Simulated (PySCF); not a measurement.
Compound: C2H7FOSi.
SMILES: `CCO[SiH2]F`

Torsions of this conformer, `[CH3:1][CH2:2][O:3][SiH2:4][F:5]`: C1–C2–O3–Si4 167°, C2–O3–Si4–F5 69°.

The closed-shell ground state was solved at several levels (PySCF, density fitting, gas phase, non-relativistic). Isolated species at its PBE0-D3(BJ)/def2-SVP geometry (one conformer only).

| level | basis functions | HOMO (eV) | LUMO (eV) | gap (eV) | dipole (D) |
| --- | --- | --- | --- | --- | --- |
| PBE0/pcSseg-1 | 127 | -8.57 | 1.03 | 9.60 | 1.73 |
| CAM-B3LYP/def2-SVPD | 166 | -10.07 | 1.24 | 11.31 | 1.76 |

(1) What might PBE/pcSseg-2 (285 basis functions) give for the same quantities?

(2) Over all these levels, which gives the widest orbital gap and which the narrowest?

(3) How far do the dipole and the HOMO energy spread over the levels?

Results:

(1) HOMO -7.06 eV, LUMO -0.35 eV, gap 6.71 eV, dipole 1.64 D.

(2) CAM-B3LYP/def2-SVPD (range-separated hybrid) has the widest, 11.31 eV, and PBE/pcSseg-2 (GGA) the narrowest, 6.71 eV. Functional and basis both differ between the two, so the spread mixes both effects.

(3) The dipole runs from 1.64 to 1.76 D (mean 1.71 D) and the HOMO from -10.07 to -7.06 eV.
